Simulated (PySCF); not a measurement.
Computed IR spectrum (relative IR intensity) of a molecule C8H8. Geometry: PBE-D3(BJ)/def2-SVP. The values are those of a single conformer. Level of theory: PBE-D3(BJ)/def2-SVP (PySCF). Frequencies are harmonic and unscaled.

ν (cm⁻¹): 233 (vw), 405 (vw), 431 (m), 491 (w), 619 (m), 775 (m), 848 (m), 854 (vs), 934 (w), 1003 (w), 1136 (w), 1217 (w), 1288 (vw), 1313 (vw), 1384 (m), 1565 (vw), 1578 (m), 1598 (w), 3088 (w), 3123 (m), 3134 (m), 3186 (w) (against the strongest line: vs over 80 %, s over 45 %, m over 15 %, w over 4 %, vw less)

**Question.** Which structure fits?
A) C#CC=C=CC(=C)C
B) C#CC1=CC=CCC1
C) C#CC/C=C/CC#C
D) C=c1ccccc1=C

**Answer.** D, C=c1ccccc1=C
